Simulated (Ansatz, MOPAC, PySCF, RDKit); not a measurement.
Pair of molecules: CH4O (SMILES CO) (first 6 atoms) with CHN (SMILES C#N); geometry from B3LYP-D3(BJ)/def2-TZVP, rigid monomers moved along the line of their centres of mass till O2···H9 is 1.77 Å.
(charge 0, multiplicity 1):
```xyz
9

C      0.07010     0.08514    -0.29364
O     -0.82491    -0.33684     0.73504
H      0.71437    -0.73207    -0.62933
H      0.69364     0.86771     0.13481
H     -0.47011     0.49827    -1.14963
H     -1.39137    -1.03840     0.39950
C     -0.16636     0.26735     3.44230
N      0.14739     0.53851     4.51187
H     -0.45599     0.01195     2.43495
```

Interaction energies are E(AB) − E(A) − E(B) at the monomers' geometry in the complex; basis-set methods are counterpoise corrected.

The state that AM1 reach isn't checked.

The values were computed with Ansatz (Gaussian basis) for Hartree–Fock, density functionals and correlated methods; MOPAC for AM1 (differences of heats of formation); PySCF for the dispersion terms; RDKit for the force fields. Values without a source in brackets are computed.

Problem. Give the interaction energy at the level AM1.

Solution. 0.9 kcal/mol

Problem. Estimate the interaction energy that MMFF94 returns for this input.

Solution. 5.8 kcal/mol

Problem. Predict the interaction energy from PBE0-D3(BJ)/def2-TZVPPD.

Solution. -5.6 kcal/mol

Ansatz is an electronic-structure program.
